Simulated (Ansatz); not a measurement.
Ansatz results at the PBE0-D4/def2-TZVP geometry: LUMO energy (ωB97M-V/def2-TZVPP) 1.01 eV; size of the dipole moment (PBE/def2-TZVPP) 1.46 D; HOMO–LUMO gap (PBE/def2-TZVPP) 3.73 eV.

Task: Which molecule gave them?
A. `CN1C[Si]1(F)S`
B. `N=[CH][AlH][CH2][SiH3]`
C. `OC=C=C1CO1`
D. `[CH3][Al]1[NH][SiH]1C`

Result: D. The others give `CN1C[Si]1(F)S`: 1.97, 2.09, 4.80; `OC=C=C1CO1`: 2.08, 1.84, 4.75; `N=[CH][AlH][CH2][SiH3]`: -0.21, 2.27, 2.55.
